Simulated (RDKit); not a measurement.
A run for RDKit: MMFF94 on C3H10O (a complex).

```python
from rdkit import Chem
from rdkit.Chem import AllChem, rdDetermineBonds

blocks = [
'''6

C    -0.63362762    0.24077268    0.05274140
O     0.68303426   -0.15537351    0.40825259
H    -1.24813761   -0.60853692   -0.26510063
H    -0.54117946    0.93092368   -0.78458703
H    -1.14282022    0.75867897    0.87304389
H     0.62855758   -0.77085626    1.14619712
''',
'''8

C    -0.12198993   -0.75923077    3.70113139
C     0.14892866    0.73919603    3.80483642
H    -0.49769444   -1.16579727    4.64185157
H     0.78809332   -1.31189749    3.45380265
H    -0.87234139   -0.97844676    2.93713260
H    -0.76227598    1.28881342    4.04821865
H     0.54015762    1.13552300    2.86670890
H     0.88121998    0.95277519    4.58543691
''',
]
mol = None
for b in blocks:
    f = Chem.MolFromXYZBlock(b)
    rdDetermineBonds.DetermineBonds(f, charge=0)
    mol = f if mol is None else Chem.CombineMols(mol, f)
Chem.SanitizeMol(mol)
print(Chem.MolToSmiles(Chem.RemoveHs(mol)))
ff = AllChem.MMFFGetMoleculeForceField(mol, AllChem.MMFFGetMoleculeProperties(mol), nonBondedThresh=100.0, ignoreInterfragInteractions=False)
e = ff.CalcEnergy()
print(f'MMFF94 energy {e:.6f} kcal/mol')
```

The log:

```
CC.CO
MMFF94 energy -3.635721 kcal/mol
```

The run finished.

Cost: around 0.020 core-seconds (rough).
